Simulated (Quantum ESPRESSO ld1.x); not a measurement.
Problem. Mn3+, 22 electrons, occupied as [Ar] 3d3 5s1 (not the ground configuration). All-electron calculation, Dirac Kohn-Sham, PBE, spin-unpolarised, spherical densities, point nucleus; open shells fill j = l - 1/2 first. Program: ld1.x of Quantum ESPRESSO 7.5. Some entries of the table are withheld. Estimate them.

orbital,occ.,eigenvalue (hartree),r(max) (bohr)
1s1/2,2,-238.128,(1)
2s1/2,2,(2),0.2326
2p1/2,2,(3),0.1868
2p3/2,4,(4),0.1892
3s1/2,2,-4.97111,0.7303
3p1/2,2,-3.83454,(5)
3p3/2,4,-3.78461,(6)
3d3/2,3,(7),0.7184
3d5/2,0,(8),0.7204
5s1/2,1,-0.61519,4.392

Solution. 
(1) 1s1/2 r(max) (bohr): 0.03987
(2) 2s1/2 eigenvalue (hartree): -29.2709
(3) 2p1/2 eigenvalue (hartree): -25.3432
(4) 2p3/2 eigenvalue (hartree): -24.9602
(5) 3p1/2 r(max) (bohr): 0.7380
(6) 3p3/2 r(max) (bohr): 0.7446
(7) 3d3/2 eigenvalue (hartree): -1.97246
(8) 3d5/2 eigenvalue (hartree): -1.96662
